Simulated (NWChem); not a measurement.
GeSiH₄O, singlet; SMILES [OH][Ge][SiH3]

```xyz
7

Ge     0.3526     0.6746    -0.4606
O     -1.1923     1.2925     0.1969
H     -1.8086     0.6325     0.5375
Si    -0.1662    -1.7603    -0.1125
H      0.9727    -2.5356     0.4794
H     -0.4959    -2.3990    -1.4316
H     -1.3642    -1.9490     0.7788
```
Atoms are numbered in this order, from 1.

Level: PBE0/def2-SVP (NWChem), optimised geometry, unscaled harmonic frequencies. Low-valent species are run as closed-shell singlets; no triplet was tried in these runs.

```tsv
frequency (cm⁻¹)	IR intensity (km/mol)
27	0.7
147	13.1
287	19.1
333	44.7
443	14.2
555	95.3
693	112.4
827	241.1
857	96.0
924	21.9
926	34.0
2169	99.2
2191	92.6
2206	97.5
3869	64.4
```

| Property | Result |
|---|---|
| zero-point energy | 23.5 kcal/mol |
| thermal correction to the enthalpy at 298.15 K (with zero-point energy) | 27.9 kcal/mol |
| heat capacity Cv | 18.6 cal/(mol K) |
| entropy at 298.15 K and 1 atm (symmetry number 1) | 79.9 cal/(mol K) |
| dipole moment | 0.55 D |

Rigid rotor and harmonic oscillator; modes under 100 cm⁻¹ make the entropy uncertain.
